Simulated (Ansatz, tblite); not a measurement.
Cost and result up the ladder for InSn19H30, a doped nanocrystal cut from the lattice of tin (In on a surface site) (50 atoms). The state is a doublet with charge 0. Geometry: PBE-D4/def2-SVP.

Cartesian coordinates in Å:
```
Sn 1.3337 2.5364 -2.2698
Sn 0.7019 -0.4453 -5.8102
Sn 2.4721 -1.9172 -1.8268
Sn -1.9008 -3.0371 -3.0167
Sn 1.9147 5.3945 1.3665
Sn 3.0876 1.1294 1.7987
In -0.8136 2.5784 4.1107
Sn -0.9788 -0.3749 0.5201
Sn -0.4126 -4.9326 0.9470
Sn 0.2717 -1.9678 4.6873
Sn -0.1839 1.9150 -4.5619
Sn 0.4794 4.9075 -1.0057
Sn 1.5529 0.3780 -0.4556
Sn -2.9071 -0.8510 -1.5121
Sn 0.7186 -2.5538 -3.9427
Sn -2.0010 -5.3056 -1.3455
Sn -2.3970 1.8041 1.6883
Sn 1.7560 3.2192 3.1575
Sn -0.8842 0.3438 5.8126
Sn -1.1092 -2.5606 2.3034
H 2.9713 2.7799 -2.8225
H 2.3116 -0.2109 -6.4173
H -0.3077 -0.8629 -7.1613
H 4.0494 -1.5975 -2.4844
H 2.6278 -3.2581 -0.7335
H -2.9569 -3.2555 -4.3902
H 3.5573 5.7194 0.8989
H 1.2975 6.8535 2.0841
H 4.6550 1.5971 1.2051
H 3.3169 -0.2958 2.7683
H -1.9601 3.9067 4.3181
H 1.2589 -4.8803 0.4877
H -0.6137 -6.2826 2.0234
H 1.9400 -1.7648 4.2541
H 0.1790 -3.3783 5.7003
H -0.1081 3.2435 -5.6803
H -1.8497 1.7209 -4.1163
H 0.6596 6.2052 -2.1499
H -1.2191 4.7451 -0.6860
H -3.1912 0.5588 -2.4838
H -4.4125 -1.2891 -0.7615
H 1.2463 -4.0320 -4.7059
H -1.4737 -6.6960 -2.2456
H -3.6456 -5.5877 -0.8641
H -2.5709 3.1189 0.5540
H -4.0254 1.3111 2.0815
H 2.8609 3.6119 4.4561
H -0.0037 0.6134 7.2919
H -2.4757 -0.1674 6.2962
H -2.8179 -2.6866 2.6379
```

Ansatz on 4 threads of AMD EPYC 7R13 on a shared host and a share (37 GiB) of an NVIDIA H100 80GB HBM3; xTB runs through tblite on one thread. Times are rough, summed over both states, and most runs start from the orbitals of an earlier one. PBE0-D4/def2-SVP serves as the yardstick here, not as an exact answer. The other state is a singlet, and no other spin of it was run.

In the def2 sets In, Sn take a core potential; there is no spin–orbit coupling. The xTB rows come from tblite. Single mean-field runs in def2-SVP are fitted with def2-universal-jkfit.

Raw xTB energies of ions are shifted by several eV, and xTB has no spin-polarisation term.

```tsv
level	functions	wall time	vertical IE (eV)	difference from PBE0-D4/def2-SVP (eV)
GFN1-xTB	240	0.71 s	11.16	4.02
GFN2-xTB	210	1.5 s	11.66	4.52
PBE-D4/def2-SVP (with forces)	670	18 s	6.74	-0.39
PBE0-D4/def2-SVP	670	19 s	7.14	0.00
BHLYP-D4/def2-SVP (with forces)	670	27 s	7.31	0.17
```
